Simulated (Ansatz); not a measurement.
## BH7N2Si: structure from calculated spectroscopic constants

These gas-phase data were calculated for one isomer of BH7N2Si at PBE0-D3(BJ)/def2-SVP (harmonic, unscaled wavenumbers; equilibrium rotational constants with average atomic masses):

```
rotational constants            : 8.252, 3.753, 2.659 GHz
all wavenumbers above 1500 cm⁻¹ : 3748, 3746, 3630, 3629, 2198, 2197, 2195, 1604, 1598
```

Candidates:

(1) `NB(N)[SiH3]`, a singlet
(2) `NBN[SiH3]`, a singlet

**Question.** Which candidate do the data belong to?

**Answer.** Candidate (1). No mode falls between 2350 and 2900 cm⁻¹, where the B–H stretch of (2) would stand.

The same quantities for all candidates:

|  | rotational constants (GHz) | wavenumbers above 1500 cm⁻¹ | E above the lowest, PBE0-D3(BJ)/def2-SVP (kcal/mol) |
| --- | --- | --- | --- |
| (1) | 8.252, 3.753, 2.659 | 3748, 3746, 3630, 3629, 2198, 2197, 2195, 1604, 1598 | 11.4 |
| (2) | 30.38, 2.361, 2.247 | 3756, 3644, 3606, 2600, 2265, 2217, 2205, 1603 | 0.0 |

Harmonic stretches to hydrogen usually lie a few per cent above observed fundamentals. Each candidate is one conformer. Programs: Ansatz 0.2.0.
